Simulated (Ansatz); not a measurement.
System: WCl, charge 0, multiplicity 6. The spin state was set by rule; other spins were not relaxed. 
Geometry from a B3LYP-D3(BJ)/def2-TZVP (Ansatz, an electronic-structure program) optimisation:
```xyz
2

W      0.0000     0.0000    -0.4289
Cl     0.0000     0.0000     1.8669
```
Charge 0, spin multiplicity 6.

Basis-set convergence of Hartree-Fock and CCSD(T) correlation energies (hartree) with Ansatz. Valence correlation only, unless marked. Open shells are spin-unrestricted. Spin-orbit coupling is left out. The frozen core is the preceding noble-gas configuration, with the filled d and f shells of earlier blocks. In def2 rows, elements after Kr have scalar-relativistic effective core potentials.

```
basis       functions       E(HF)  E(corr, CCSD(T))
----------  ---------  ----------  ----------------
def2-SVP           50  -525.76956          -0.22153
def2-TZVPP         98  -525.94153          -0.31409
def2-QZVPP        151  -525.95577          -0.34044
```

Extrapolating the two largest sets (X = 3 and 4) as X^-3: E(corr) = (64·(-0.34044) - 27·(-0.31409))/37 = -0.3597 Eh, an estimate of the basis-set limit. The largest set recovers 94.7 % of it, the smallest 61.6 %.
